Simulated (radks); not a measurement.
Results of a calculation; reference values are marked as such.
Problem. All-electron atom: La in [Xe] 5d1 6s2. Level of theory: scalar-relativistic Kohn-Sham, PBE, spin-unpolarised, spherical densities, finite nucleus; Fermi nuclear charge, rms radius 4.855 fm; hard spherical wall at 1.5 bohr (a radial shooting solver on a logarithmic mesh with Libxc functionals). Some entries of the table are withheld. Estimate them.

orbital  occ.  eigenvalue (eV)  <r> (bohr)
1s          2        -38504.48     0.02507
2s          2              (1)      0.1076
2p          6        -5301.526     0.09436
3s          2        -1117.806      0.2872
3p          6        -913.2963      0.2858
3d         10        -617.3031         (2)
4s          2        -109.8333      0.6776
4p          6         -46.1293      0.7135
4d         10          48.8226      0.7597
5s          2              (3)      0.9304
5p          6         227.9456      0.9152
5d          1              (4)      0.8782
6s          2         604.2722         (5)
6p          0         648.1209         (6)
6d          0         698.5951      0.8395
7s          0         1180.909      0.8536

Solution. 
(1) 2s eigenvalue (eV): -5943.424
(2) 3d <r> (bohr): 0.2634
(3) 5s eigenvalue (eV): 184.5228
(4) 5d eigenvalue (eV): 294.1331
(5) 6s <r> (bohr): 0.8799
(6) 6p <r> (bohr): 0.8667
